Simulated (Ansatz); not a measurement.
(H2Ga-mu-OH)2 (Ga2O2H6), 10 atoms. Hardware: 2 threads of Arm Neoverse V2 on a shared host.

Correlated methods freeze 20 core orbitals; core or outer-core shells of Ga are correlated, in sets that lack core-valence functions.

Question: How many basis functions does each of these Ansatz runs have, and roughly what does it cost? r2SCAN0-D4/def2-TZVP, charge 0 singlet, energy, from earlier orbitals; PBE-D4/def2-TZVP, charge 1 doublet at the geometry of the charge 0 singlet, energy, from earlier orbitals; r2SCAN-D4/def2-TZVP, charge 0 singlet, energy, from earlier orbitals; RPA@PBE/def2-TZVP, charge 0 singlet, energy, from earlier orbitals; r2SCAN-D4/def2-TZVP, charge 0 triplet at the geometry of the charge 0 singlet, energy, from earlier orbitals; PBE-D4/def2-TZVP, charge 0 triplet at the geometry of the charge 0 singlet, energy, from earlier orbitals; r2SCAN-D4/def2-TZVPD, charge 0 singlet, energy, from earlier orbitals; PBE-D4/def2-SVP, charge 0 singlet, energy, from earlier orbitals; PBE0-D4/def2-SVP, charge 0 singlet, energy with a search over starts; PBE-D4/def2-TZVPD, charge -1 doublet at the geometry of the charge 0 singlet, energy, from earlier orbitals; r2SCANh-D4/def2-TZVP, charge 0 singlet, energy, from earlier orbitals; PBE-D4/def2-SVP, charge 0 singlet, relaxation, 3 steps.

Answer: Other jobs shared the machine, so times can vary by a factor of up to 3. A dash marks memory too small to be measured apart from the calling script's.

| run | functions | fitting or Cholesky vectors | wall time | peak host memory (GiB) |
| --- | --- | --- | --- | --- |
| PBE-D4/def2-SVP, charge 0 singlet, energy, from earlier orbitals | 122 | 1344 | 1.9 s | – |
| PBE0-D4/def2-SVP, charge 0 singlet, energy with a search over starts | 122 | 1212 | 3.8 s | – |
| PBE-D4/def2-SVP, charge 0 singlet, relaxation, 3 steps | 122 | 1344 | 4.6 s | – |
| PBE-D4/def2-TZVP, charge 1 doublet at the geometry of the charge 0 singlet, energy, from earlier orbitals | 194 | 1302 | 6 s | – |
| r2SCAN-D4/def2-TZVP, charge 0 singlet, energy, from earlier orbitals | 194 | 1302 | 7 s | – |
| PBE-D4/def2-TZVP, charge 0 triplet at the geometry of the charge 0 singlet, energy, from earlier orbitals | 194 | 1302 | 7.5 s | – |
| RPA@PBE/def2-TZVP, charge 0 singlet, energy, from earlier orbitals | 194 | 1348 | 8 s | – |
| r2SCANh-D4/def2-TZVP, charge 0 singlet, energy, from earlier orbitals | 194 | 1348 | 9 s | 0.63 |
| r2SCAN0-D4/def2-TZVP, charge 0 singlet, energy, from earlier orbitals | 194 | 1392 | 9.5 s | 0.64 |
| r2SCAN-D4/def2-TZVPD, charge 0 singlet, energy, from earlier orbitals | 242 | 1426 | 12 s | – |
| PBE-D4/def2-TZVPD, charge -1 doublet at the geometry of the charge 0 singlet, energy, from earlier orbitals | 242 | 1426 | 12 s | – |
| r2SCAN-D4/def2-TZVP, charge 0 triplet at the geometry of the charge 0 singlet, energy, from earlier orbitals | 194 | 1302 | 19 s | – |
